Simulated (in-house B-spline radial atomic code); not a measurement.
## Ionising the tin ion Sn⁷⁺ with different functionals

Computed with a radial B-spline atomic code at the basis-set limit: non-relativistic Hamiltonian, point nucleus, spin-polarised at highest spin, spherical fractional occupations for the functionals, and exact exchange of hybrids averaged over the configuration. The ionisation energy is the difference of two self-consistent energies, [Kr] 4d7 → [Kr] 4d6, without Breit or QED terms; ε is the level of the shell that loses the electron (its least bound occupied spin orbital). There is no spin-orbit coupling in this Hamiltonian.

```json
{"method": "PBE0", "rung": "global hybrid", "ΔSCF (eV)": "137.17", "-ε(4d) (eV)": "129.67"}
{"method": "B3LYP", "rung": "global hybrid", "ΔSCF (eV)": "137.23", "-ε(4d) (eV)": "129.11"}
{"method": "TPSSh", "rung": "global hybrid", "ΔSCF (eV)": "137.07", "-ε(4d) (eV)": "127.82"}
{"method": "M06-2X", "rung": "global hybrid", "ΔSCF (eV)": "137.49", "-ε(4d) (eV)": "133.24"}
{"method": "BHandHLYP", "rung": "global hybrid", "ΔSCF (eV)": "136.91", "-ε(4d) (eV)": "132.34"}
{"method": "r2SCAN0", "rung": "global hybrid", "ΔSCF (eV)": "136.90", "-ε(4d) (eV)": "129.55"}
{"method": "B97-1", "rung": "global hybrid", "ΔSCF (eV)": "?", "-ε(4d) (eV)": "?"}
{"method": "HSE06", "rung": "range-separated hybrid", "ΔSCF (eV)": "137.12", "-ε(4d) (eV)": "129.20"}
{"method": "wB97X", "rung": "range-separated hybrid", "ΔSCF (eV)": "137.10", "-ε(4d) (eV)": "132.12"}
{"method": "CAM-B3LYP", "rung": "range-separated hybrid", "ΔSCF (eV)": "137.17", "-ε(4d) (eV)": "131.10"}
{"method": "LC-wPBE", "rung": "range-separated hybrid", "ΔSCF (eV)": "?", "-ε(4d) (eV)": "?"}
```

Question: What does B97-1 give?

Answer: ΔSCF 137.30 eV, and -ε(4d) = 129.27 eV.

Question: What does LC-wPBE give?

Answer: ΔSCF 137.26 eV, and -ε(4d) = 132.31 eV.

Question: Among the functionals, which spreads more, the ΔSCF values or the orbital energies?

Answer: The orbital energies: ΔSCF values span about 0.59 eV and the orbital energies 5.43 eV; here energy differences depend much less on the functional than eigenvalues do.

Question: How do they compare with the NIST value?

Answer: NIST lists 135 eV ± 2.1 (tabulated theory, ground level to ground level). Errors run from +1.90 to +2.49 eV; all lie within about twice that uncertainty, so the table can't rank the methods.
